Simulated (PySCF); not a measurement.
stibine cation (H₃Sb), SMILES [SbH3] (connectivity only; charge and spin as stated), charge +1, multiplicity 2.

Geometry optimised at PBE-D3(BJ)/def2-TZVPD. The spin state was assumed, not searched. The def2 effective core potentials stand for the cores of Sb; spin–orbit coupling is left out.

All values below come from C-PCM-B3LYP/def2-TZVPD in PySCF.

The values are the electrostatic part of the solvation free energy, E(continuum) − E(gas) at the gas-phase geometry, in a cavity of scaled van der Waals radii (PySCF's table); cavitation and dispersion terms are not included. A continuum can't describe solvent molecules that bind to the metal.

Computed values in water (ε = 78.36), acetonitrile (ε = 35.69), ethanol (ε = 24.85):
```
solvent           ε  ΔG(elec) (kcal/mol)
------------  -----  -------------------
water         78.36                -66.4
acetonitrile  35.69                -65.4
ethanol       24.85                -64.6
```
